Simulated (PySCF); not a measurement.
Cartesian coordinates (Å):
```xyz
3

Cd     0.0000     0.0000     0.0000
Br     2.2970    -0.1386     0.7485
Br    -2.2970     0.1386    -0.7485
```
Charge 0, multiplicity 1.

### Question
Predict the charge on the central atom (Mulliken), HOMO, dipole moment, total energy, HOMO–LUMO gap and LUMO from PySCF with TPSSh-D3(BJ)/def2-TZVP // PBE-D3(BJ)/def2-SVP.

### Answer

The charge on the central atom (Mulliken) is 0.73 e. The HOMO is -7.72 eV and the dipole moment is 0.00 D. The total energy is -5315.9533 Ha. The HOMO–LUMO gap is 4.95 eV and the LUMO is -2.77 eV.
